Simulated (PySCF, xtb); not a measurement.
C4H2BrCl, SMILES C(/Cl)=C(\Br)C#C.

GFN2-xTB run with xtb at its own geometry gives an orbital gap of 3.36 eV and a dipole moment of 2.26 D.

Coordinates come from a ωB97X-D3(BJ)/def2-SVP optimisation. The structure was generated by enumeration; whether it is a known compound was not checked.

Question: What does PySCF with PBE/def2-TZVP give? (Estimate from the structure and the level; the computed values follow.)

Answer: gap 3.60 eV (levels -6.05 and -2.45 eV), dipole 0.32 D.
